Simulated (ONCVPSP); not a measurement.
Logarithmic derivatives: Tb, ONCV

ONCVPSP 4.0.1 input, shortened (lines: element, Z, core and valence counts, functional; n l f; lmax; l rc ep ncon nbas qcut; lloc lpopt rc5 dvloc0; l nproj debl; icmod fcfact rcfact), LDA (Perdew-Zunger), non-relativistic:

```
  Tb 65.00   12    2        3      upf
    1    0    2.00
    2    0    2.00
    2    1    6.00
    3    0    2.00
    3    1    6.00
    3    2   10.00
    4    0    2.00
    4    1    6.00
    4    2   10.00
    4    3    8.00
    5    0    2.00
    5    1    6.00
    5    2    1.00
    6    0    2.00
    2
    0    2.95    0.00    4    7    2.60
    1    3.20    0.10    3    6    2.90
    2    2.95    0.00    4    9    6.40
    2    5    2.95    0.00
    0    1    1.30
    1    2    2.20
    2    0    1.10
    0    0.00    0.00
```

In the p channel the program set the typed energies aside and used 0.050, 2.250 Ha.

The phase is arctan(r·R′/R) of the radial function R(r), unwrapped; energies in Ha, scanned from -2 to 5 Ha. A pole is an energy at which the radial function vanishes at the test radius. The pseudo phase is shifted by a multiple of π to meet the all-electron one at the reference energy, and phase errors are pseudo minus all-electron; the curves can meet again beyond the range given. Levels narrower than the energy grid can be missing from the lists of poles.

For each channel, where are the poles, and over which energies does the pseudopotential scatter like the atom?

```csv
channel,radius (bohr),reference energy (Ha),"poles, all-electron","poles, pseudo",unbroken range about the reference energy with phases within 0.05 rad,phase error 1 Ha above the reference energy (rad)
s,3.00,-0.15,"-1.62, 1.20","-1.52, 0.78, 2.66",-1.5 to 0.5,-0.113
p,3.24,0.05,"-0.96, 1.28, 4.59","1.14, 1.69, 3.98",-0.5 to 1.4,-0.030
d,3.00,-0.12,"0.18, 2.72","0.18, 2.61",below 0.9,-0.040
```

Note: ghosts flagged at negative energy: s at -41.6 eV; GHOST(+) flagged for p at 43.1 eV. A true bound ghost makes a file unfit for plane-wave use.

Phases in the d channel:

```
E (Ha)  all-electron  pseudo
 -1.98         1.361   1.361
 -1.80         1.347   1.347
 -1.62         1.331   1.331
 -1.44         1.310   1.310
 -1.26         1.282   1.282
 -1.08         1.245   1.245
 -0.90         1.189   1.189
 -0.72         1.095   1.095
 -0.54         0.898   0.898
 -0.36         0.303   0.302
 -0.18        -0.897  -0.897
  0.00        -1.383  -1.383
  0.18        -1.572  -1.573
  0.36        -1.694  -1.696
  0.54        -1.811  -1.817
  0.72        -1.974  -1.988
  0.90        -2.296  -2.343
  1.08        -3.084  -3.210
  1.26        -3.934  -4.010
  1.44        -4.284  -4.321
  1.62        -4.439  -4.463
  1.80        -4.526  -4.544
  1.98        -4.583  -4.598
  2.16        -4.625  -4.638
  2.34        -4.657  -4.671
  2.52        -4.685  -4.699
  2.70        -4.709  -4.726
  2.88        -4.733  -4.752
  3.06        -4.757  -4.780
  3.24        -4.782  -4.813
  3.42        -4.812  -4.855
  3.60        -4.850  -4.917
  3.78        -4.902  -5.023
  3.96        -4.985  -5.263
  4.14        -5.148  -6.048
  4.32        -5.588  -7.126
  4.50        -6.695  -7.477
  4.68        -7.327  -7.611
  4.86        -7.537  -7.681
```
